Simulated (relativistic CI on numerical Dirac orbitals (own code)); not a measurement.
**Sensitivity of the levels of Bi LIII to α and to the nuclear radius**

These numbers are calculated, not measured: Dirac-Coulomb-Breit CI, separate exchange-only KLI orbitals for each configuration, derivatives by finite differences, unscaled Slater integrals, QED left out (own radial code, finite nucleus).

Configuration list (outside the closed core [Ar] 3d10): 4s2.4p, 4s.4p2, 4s2.4d, 4p3, 4s2.4f, 4s.4p.4d, 4s.4p.4f, 4p.4d2. Levels of other configurations are missing.

With x = (α/α₀)² − 1 an excitation energy changes as ω = ω₀ + qx; K = 2q/ω₀ is the relative enhancement. Terms are leading LS components, so labels can repeat. The field-shift factor is F = δν/δ⟨r²⟩ for the transition from the lowest level.

Lowest level 4s2.4p 2P°_1/2.

| Level | ω₀ (cm⁻¹) | q (cm⁻¹) | K | F (GHz/fm²) |
| --- | --- | --- | --- | --- |
| 4s.4p2 4P_1/2 | 1002103 | 229900 | 0.459 | -5240 |
| 4s2.4p 2P°_3/2 | 1460298 | 1.884e+06 | 2.58 | -526 |
| 4s.4p2 4P_3/2 | 2321159 | 2.09e+06 | 1.8 | -5700 |
| 4s.4p2 2D_5/2 | 2409884 | 2.098e+06 | 1.74 | -5660 |
| 4s.4p2 2D_3/2 | 2536204 | 2.094e+06 | 1.65 | -5490 |
| 4s.4p2 2P_1/2 | 2561116 | 2.085e+06 | 1.63 | -5720 |
| 4s2.4d 2D_3/2 | 3052584 | 1.98e+06 | 1.3 | -731 |
| 4s2.4d 2D_5/2 | 3336492 | 2.328e+06 | 1.4 | -655 |
| 4p3 2P°_3/2 | 3508531 | 2.318e+06 | 1.32 | -10700 |
| 4s.4p.4d 4F°_3/2 | 3811568 | 2.172e+06 | 1.14 | -5750 |
| 4s.4p2 4P_5/2 | 3847846 | 3.922e+06 | 2.04 | -6060 |
| 4s.4p.4d 4F°_5/2 | 3889731 | 2.194e+06 | 1.13 | -5720 |
| 4s.4p2 2S_1/2 | 4017659 | 3.968e+06 | 1.98 | -6200 |

At this charge energies of transitions that change n are usually good to better than 1 %, and those within a shell (Δn = 0) to a few per cent.
